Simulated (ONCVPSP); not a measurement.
## Which change was made? (Ga, ONCV)

gallium (Ga), optimised norm-conserving Vanderbilt (ONCV), made with ONCVPSP 4.0.1 (revPBE, scalar-relativistic). Core [Ne], reference 3s2 3p6 3d10 (charge +3). Waves: 3s: rc 0.85 bohr, ncon 3, nbas 6, qcut 14.2 1/bohr, 1 projector; 3p: rc 0.75 bohr, ncon 4, nbas 8, qcut 8.7 1/bohr, 2 projectors, debl 2.2 Ha; 3d: rc 0.85 bohr, ncon 4, nbas 9, qcut 18.3 1/bohr, 2 projectors, debl 2.8 Ha. Local part: polynomial inside 0.55 bohr (lpopt 5, dvloc0 2 Ha). Core correction: Teter function, fcfact 5.25, rcfact 1.

In the p channel the program set the typed energies aside and used -4.866, 0.250 Ha.

Cutoffs, loose and tight: the cutoffs (Ha) at which the residual kinetic energy of the hardest occupied pseudo-wave falls to 1 and 0.1 mHa per electron. They do not see the model core or the augmentation charge, which bear on the density cutoff. Test errors are all-electron minus pseudo excitation energies from the reference, over the configurations 3s2 3p6 3d10 4s2 4p1; 3s2 3p6 3d10 4s2; 3s2 3p6 3d10 4s1; 3s2 3p6 3d9; variants that change the core or the reference have their own tests. The largest error is taken over the tests solved by every variant that gives reliable tests at all, those not shown here included: 3s2 3p6 3d10 4s1; 3s2 3p6 3d10 4s2; 3s2 3p6 3d9.

The base gives: outcome: generated, projector energies reset by the program; cutoff, loose: 132 Ha; cutoff, tight: 244 Ha; bound ghosts: none; GHOST(+) flags above zero: none; largest test error (meV): +980.

Question: After one change the result is: outcome: generated, projector energies reset by the program; cutoff, loose: 104 Ha; cutoff, tight: 244 Ha; bound ghosts: none; GHOST(+) flags above zero: none; largest test error (meV): +977. Which change was it?
A. d: rc 0.68
B. d: rc 1.14
C. d: rc 0.58

Answer: B. The others give: d: rc 0.68 → outcome: generated, projector energies reset by the program; cutoff, loose: 158 Ha; cutoff, tight: 431 Ha; bound ghosts: none; GHOST(+) flags above zero: none; largest test error (meV): +980 | d: rc 0.58 → outcome: generated, projector energies reset by the program; cutoff, loose: 448 Ha; cutoff, tight: 908 Ha; bound ghosts: none; GHOST(+) flags above zero: none; largest test error (meV): +982.
